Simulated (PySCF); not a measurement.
I3Si, SMILES I[Si](I)I (connectivity only; charge and spin as stated), charge +1, multiplicity 1.

The structure is a stationary point at B3LYP-D3(BJ)/def2-SVP. The multiplicity is an assumed one; other spin states were not compared. The isomer is the one that the SMILES or the coordinates give; other isomers of the formula were not compared. The def2 effective core potentials stand for the cores of I; spin–orbit coupling is left out.

Computed with TDDFT-B3LYP/def2-SVPD run with PySCF.

Vertical excitations; the highest root listed may be one member of a degenerate set. The molecule is in vacuum. State labels are in the subgroup C2v.

```csv
state,symmetry,energy (eV),λ (nm),f,main pairs
S1,A2,3.11,399,0.000,HOMO→LUMO 100 %
S2,B1,3.33,373,0.000,HOMO→LUMO+1 100 %
S3,A2,3.74,331,0.000,"HOMO−3→LUMO, HOMO−1→LUMO+1 (degenerate set)"
S4,B2,3.74,331,0.000,"HOMO−4→LUMO, HOMO−2→LUMO+1 (degenerate set)"
S5,A2,3.77,329,0.000,"HOMO−1→LUMO+1, HOMO−3→LUMO (degenerate set)"
S6,B2,3.77,329,0.000,"HOMO−2→LUMO+1, HOMO−4→LUMO (degenerate set)"
S7,A1,3.88,320,0.013,"HOMO−2→LUMO, HOMO−4→LUMO+1 (degenerate set)"
S8,B1,3.88,320,0.013,"HOMO−1→LUMO, HOMO−3→LUMO+1 (degenerate set)"
S9,B1,4.25,292,0.108,"HOMO−3→LUMO+1, HOMO−1→LUMO (degenerate set)"
S10,A1,4.25,292,0.108,"HOMO−4→LUMO+1, HOMO−2→LUMO (degenerate set)"
T1,A2,2.97,418,0,HOMO→LUMO 100 %
T2,B1,2.99,415,0,HOMO→LUMO+1 99 %
T3,B1,3.27,379,0,HOMO−1→LUMO (degenerate set)
T4,A1,3.27,379,0,HOMO−2→LUMO (degenerate set)
```
Triplets are in the Tamm–Dancoff approximation, which puts them higher than full response would, so one can lie above its singlet here.
